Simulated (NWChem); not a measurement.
# AlF2 cation; SMILES [F][Al+][F]

```xyz
3

Al     0.0000     0.0000     0.0000
F      0.0000     0.0000     1.6019
F      0.0000     0.0000    -1.6019
```
Atoms are numbered in this order, from 1.

Program: NWChem. Pople sets run with spherical d functions. Coordinates come from a B3LYP/6-31G* (spherical d) optimisation. B3LYP is NWChem's, with the RPA form of VWN correlation. Vzz is the largest principal value of the second derivative of the potential at the nucleus (NWChem prints the opposite sign); η is the asymmetry. Non-relativistic.

Task: Estimate the computed values for B3LYP/6-31G*. Quantities: Vzz Al1 (a.u.); η Al1.

Result: 
| Quantity | Result |
|---|---|
| Vzz Al1 (a.u.) | -1.148 |
| η Al1 | 0.00 |
